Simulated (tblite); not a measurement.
C₅H₁₀FSi₂ (doublet state).
SMILES with atom numbers: `[CH3:1][C:2]#[C:3][Si:4]([CH2:5][F:6])[CH2:7][SiH3:8]` (hydrogens: H9, H10, H11 on C1; H12, H13 on C5; H14, H15 on C7; H16, H17, H18 on Si8)

The geometry is computed with GFN2-xTB (gas phase). This method treats the open shell by occupation alone, without spin polarisation.

Q: Give the optimised bond lengths and angles.

A: 
```tsv
bond	length (Å)	order
C1–C2	1.445	single
C2≡C3	1.210	triple
C3–Si4	1.835	single
Si4–C5	1.924	single
C5–F6	1.382	single
Si4–C7	1.903	single
C7–Si8	1.908	single
C1–H9, C1–H10, C1–H11	1.090	single
C5–H12, C5–H13	1.094	single
C7–H14, C7–H15	1.091	single
Si8–H16, Si8–H17, Si8–H18	1.464	single
```

Bonds in one row agree within 0.01 Å and their mean is given. Orders are formal, as drawn. A selection of angles:
```tsv
angle	degrees
C1–C2–C3	177.5
C2–C3–Si4	171.3
C3–Si4–C5	106.9
C3–Si4–C7	114.2
C5–Si4–C7	111.7
Si4–C5–F6	111.1
Si4–C7–Si8	114.4
```

Dihedral angles: C3–Si4–C5–F6 -163° (antiperiplanar); C3–Si4–C7–Si8 -174° (antiperiplanar). The mirror-image conformer, all signs reversed, is as good.

Of the pairs four or more bonds apart, F6···Si8 is among the closest relative to their van der Waals radii: 3.48 Å, 98 % of the sum of Bondi's values. The C–C distances run from 1.210 Å (C2≡C3, drawn triple) to 1.445 Å (C1–C2, drawn single), a spread of 0.235 Å. Si4 (silicon bonded to 3 C) is pyramidal (angles 114.2°, 111.7° and 106.9°, sum 332.9°, 0.58 Å off the plane of its three neighbours). The 4 C–Si bonds span 1.835 Å (C3–Si4, drawn single) to 1.924 Å (Si4–C5, drawn single), a spread of 0.089 Å. Si8 (silicon bonded to C and 3 H) is tetrahedral (angles from 108.7° to 111.1°).

Point group: C1 (no symmetry element, even within 0.4 Å). Its lowest GFN2-xTB frequency is 14 cm⁻¹, too small to tell a flat minimum from a shallow saddle. 3 starts were optimised and ended at 0.00, 0.01 and 0.39 kcal/mol (GFN2-xTB); the lowest of these is shown.
